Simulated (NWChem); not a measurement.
Species: isotetrasilane (Si4H10); SMILES [SiH3][SiH]([SiH3])[SiH3]

```xyz
14

Si     2.1856    -0.3601    -0.1565
Si     0.0000     0.0000     0.6358
Si    -1.4047    -1.7128    -0.1565
Si    -0.7810     2.0729    -0.1565
H      2.7152    -1.6874     0.3175
H      2.1664    -0.3592    -1.6621
H      3.1123     0.7295     0.3139
H      0.0000     0.0000     2.1455
H     -0.9244    -3.0600     0.3139
H     -1.3943    -1.6966    -1.6621
H     -2.8189    -1.5078     0.3175
H     -2.1879     2.3306     0.3139
H      0.1037     3.1952     0.3175
H     -0.7722     2.0558    -1.6621
```
Atoms are numbered in this order, from 1.

Level: PBE-D3(BJ)/def2-SVP (NWChem), optimised geometry, unscaled harmonic frequencies. 

Question: List the harmonic frequencies with IR intensities, and the thermochemistry.

Answer: 
| frequency (cm⁻¹) | IR intensity (km/mol) |
|---|---|
| 79 | 0.0 |
| 83 | 1.0 |
| 83 | 1.0 |
| 91 | 0.2 |
| 91 | 0.2 |
| 102 | 1.4 |
| 341 | 0.5 |
| 407 | 8.2 |
| 407 | 8.2 |
| 437 | 1.4 |
| 437 | 1.4 |
| 442 | 0.0 |
| 545 | 17.0 |
| 547 | 0.1 |
| 547 | 0.1 |
| 668 | 76.7 |
| 668 | 76.7 |
| 819 | 329.6 |
| 819 | 329.6 |
| 857 | 45.8 |
| 898 | 0.0 |
| 900 | 3.0 |
| 900 | 3.0 |
| 905 | 50.0 |
| 905 | 50.0 |
| 906 | 56.2 |
| 2129 | 30.0 |
| 2148 | 84.4 |
| 2148 | 84.4 |
| 2152 | 5.0 |
| 2165 | 0.0 |
| 2165 | 0.2 |
| 2165 | 0.2 |
| 2167 | 125.5 |
| 2167 | 125.5 |
| 2169 | 201.3 |

```yaml
zero_point_energy: 50.7 kcal/mol
thermal correction to the enthalpy at 298.15 K (with zero-point energy): 57.9 kcal/mol
heat capacity Cv: 36.4 cal/(mol K)
entropy at 298.15 K and 1 atm (symmetry number 3): 98.5 cal/(mol K)
dipole_moment: 0.11 D
```

Rigid rotor and harmonic oscillator; modes under 100 cm⁻¹ make the entropy uncertain.
